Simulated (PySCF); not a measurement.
## A scan of PmS with bad points

PBE0; PySCF, spin-free X2C with a Gaussian nucleus, basis sets Pm x2c-SVPall, S x2c-SVPall; sextet, unpaired electrons σ ↑↑, π ↑, δ ↑, φ ↑ requested.

```
R (Å)  E (eV)  ⟨S²⟩  ⟨Lz²⟩  μ (D)
2.041   0.927  8.78  10.77  -4.34
2.136   0.231  8.79  10.53  -5.29
2.231   0.066  8.79  11.21  -5.39
2.302   0.000  8.81  11.23  -5.72
2.373   0.042  8.83  11.24  -6.05
2.444   0.160  8.88  11.26  -6.33
2.539   0.382  9.00  11.27  -6.69
2.658   0.664  9.28  11.33  -6.43
2.800   0.970  9.55  10.74  -6.11
2.990   1.262  9.74   8.57  -6.01
```

The run flagged 2.990 Å: there the SCF either missed its threshold or ended in another occupation than the one requested, so the fit leaves that out.
